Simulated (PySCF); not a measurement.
**Electron correlation in Zr (zirconium, neutral)**

[Kr] 4d2 5s2, high-spin 3F determinant. All numbers are calculated (PySCF 2.14, a scalar-relativistic core potential, in aug-cc-pVDZ-PP with ECP28MDF). Frozen: 4s2 4p6; 4 electrons correlated.

```json
{"level": "CCSD", "correlation energy (mhartree)": "-54.23"}
{"level": "(T)", "correlation energy (mhartree)": "-2.49"}
{"level": "CCSD(T)", "correlation energy (mhartree)": "-56.72"}
```

Diagnostics: T1 = 0.027, D1 = 0.0625, largest double amplitude 0.059.

Is a single reference adequate?

Yes, within this model without spin-orbit coupling: T1 lies below 0.03 and no double amplitude reaches 0.07.
